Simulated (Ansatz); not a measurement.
SnO₄H₄, relaxed as a singlet with RKS B3LYP-D4/def2-SVP in Ansatz, starting from the GFN1-xTB geometry. Force threshold 0.02 eV/Å.

In the def2 sets Sn takes a core potential; there is no spin–orbit coupling. The structure holds one bond between oxygen atoms, so isomers without such links may lie far lower. Another isomer (singlet) lies 0.32 eV lower at PBE0-D4/def2-TZVP; other spin states weren't run for this one.

Start:

```xyz
9

Sn   -0.4494   -0.5321    0.8886
O     1.1675    0.1991   -1.2649
O    -2.0937   -1.1351    1.1181
O    -0.0970   -0.4098   -1.4039
O     0.0293    1.3676    0.8874
H     0.9184    0.9394   -0.6610
H     1.0335   -1.1874    1.1169
H    -0.6182    2.0203    1.1323
H     0.1096   -1.2620   -1.8134
```

```
         step  energy (eV)  largest force component (eV/Å)  SCF passes
            1  -14076.0102                           3.206          30
            2  -14076.4747                           0.406          41
            3  -14076.5220                           0.344          34
            4  -14076.5397                           0.300          33
            5  -14076.5471                           0.135          33
            6  -14076.5506                           0.119          34
            7  -14076.5524                           0.076          34
 8 (rejected)  -14076.5507                           0.159          35
            9  -14076.5530                           0.020          37
10 (rejected)  -14076.5526                           0.067          35
           11  -14076.5533                           0.010          36
           12  -14076.5537                           0.070          35
           13  -14076.5538                           0.025          36
           14  -14076.5538                           0.008          27
```

Force components are those of the run's own axes.

End:

```xyz
9

Sn   -0.474   -0.664    1.036
O     0.947    0.575   -1.542
O    -2.289   -0.968    1.221
O    -0.021   -0.488   -1.335
O     0.194    1.258    0.853
H     0.767    1.088   -0.696
H     1.009   -1.469    1.328
H    -0.535    1.892    0.941
H     0.403   -1.226   -1.805
```

By distances, no bond broke or formed. The bond that changes most is Sn1–O4, from 2.32 to 2.42 Å (atoms count from 1).

The force fell under the threshold at step 11, but the optimiser went on. No frequencies were taken in this run, so the end may be a saddle point.

Run time 24 s (4 threads of Arm Neoverse V1 on a shared host).
